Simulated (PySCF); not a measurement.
# Reading the logs of faulty runs: BC2H6N

All numbers below are calculated, not measured. The program is PySCF 2.14.0, an open-source quantum chemistry code, run on an isolated molecule that a program drew, which may never have been made. The molecule is BC2H6N (charge 0, singlet), drawn as the SMILES string `B=CCN`.

Each row is a Hartree-Fock (HF) and frozen-core CCSD(T) single point in the cc-pVDZ basis, meant for a local HF minimum. Run 1 is clean. Each other run has one planted mistake out of seven kinds, and not every kind appears here: one electron removed, one electron added, multiplicity raised by two, geometry at a saddle point, minimal basis STO-3G, one bond length entered in bohr, all coordinates scaled. The reference is restricted for singlets and unrestricted otherwise, and also for a bond in bohr. Adding or removing an electron swaps singlet and doublet. Electrons count all cores. HOMO and LUMO are orbital energies over both spins, the gradient is its largest component, and the lowest frequency (negative if imaginary) is given only where the gradient is small. Bond lengths are over the 9 bonds as drawn. T1 is the CCSD diagnostic: over 0.02 (restricted) or 0.045 (unrestricted) a single reference is doubtful.

Geometry of the clean run:
```xyz
10
BC2H6N, angstrom
B     0.5026    0.3975    2.0734
C     0.9720    1.2399    1.0824
C     1.6241    0.8609   -0.2278
N     0.7992    1.2438   -1.3672
H     0.1054   -0.2984    2.9347
H     0.8621    2.3090    1.2694
H     1.7721   -0.2203   -0.2718
H     2.6262    1.3111   -0.2588
H     0.6213    2.2346   -1.3427
H     1.3033    1.0736   -2.2222
```

```
run  electrons  basis functions  <S^2>  HOMO (eV)  LUMO (eV)  gradient (hartree/bohr)  lowest frequency (cm^-1)  mean bond (Å)  longest bond (Å)      T1  HF (hartree)  CCSD(T) (hartree)                          mistake
  1         30               86  0.000      -8.62       2.42                  4.2e-05                       116         1.2028             1.512  0.0109    -158.28897         -158.87484                         no fault
  2         30               86  2.018      -6.59       1.03                  7.8e-02                         -         1.2028             1.512  0.0116    -158.22426         -158.77741       multiplicity raised by two
  3         30               26  0.000      -6.80       7.07                  5.2e-02                         -         1.2028             1.512  0.0090    -156.29476         -156.54983             minimal basis STO-3G
  4         30               86  0.847      -8.45       1.35                  2.4e-02                         -         1.3106             2.061  0.0550    -158.16381         -158.74473  one bond length entered in bohr
  5         29               86  0.756     -15.46      -6.21                  5.1e-02                         -         1.2028             1.512  0.0272    -158.02057         -158.55899             one electron removed
  6         31               86  0.818       0.41       9.10                  3.6e-02                         -         1.2028             1.512  0.0180    -158.23548         -158.83712                                ?
```

**Which mistake was planted in run 6, and what did it cost?**

It counts 31 electrons, one more than the clean run, at the same geometry and basis. So the mistake is: one electron added. Subtracting run 1 and multiplying by 627.51 kcal/mol a hartree, the energy moved by 33.6 kcal/mol in HF and 23.7 kcal/mol in CCSD(T).

Cautions from the logs. Run 4: T1 is over the limit, so its CCSD(T) energy is less reliable; run 6: the HOMO is above zero, so the electron isn't bound and the energy depends on the basis.
